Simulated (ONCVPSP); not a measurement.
Plane-wave convergence, ONCV potential for germanium

ONCVPSP 4.0.1 input, shortened (lines: element, Z, core and valence counts, functional; n l f; lmax; l rc ep ncon nbas qcut; lloc lpopt rc5 dvloc0; l nproj debl; icmod fcfact rcfact), LDA (Perdew-Zunger), scalar-relativistic:

```
  Ge 32.00    3    5        3      upf
    1    0    2.00
    2    0    2.00
    2    1    6.00
    3    0    2.00
    3    1    6.00
    3    2   10.00
    4    0    2.00
    4    1    2.00
    2
    0    0.95    0.00    4    8   14.30
    1    1.20    0.00    5    8    9.20
    2    0.90    0.00    4    8   13.90
    4    5    0.80    3.00
    0    2    3.10
    1    2    4.00
    2    1    0.30
    3    3.00    1.45
```

Task: For each optimised wave give the share of its norm inside rc, the residual kinetic energy above qcut (Ha) and the cutoffs (Ha) for errors of 10, 1, 0.1 and 0.01 mHa per electron.

Result:

```
wave  norm inside rc  residual KE  10 mHa  1 mHa  0.1 mHa  0.01 mHa
  3s           0.909      5.1e-07    55.1   70.1     81.8      91.5
  4s           0.042      3.9e-07    41.9   62.3     77.2      88.6
  3p           0.964      3.5e-03    38.0   70.0    128.0     145.2
  4p           0.037      4.7e-04    28.8   39.2     54.8     124.9
  3d           0.735      1.6e-03    84.7  115.6    284.1     384.4
```

The occupied waves need 116 Ha and 284 Ha for 1 and 0.1 mHa.
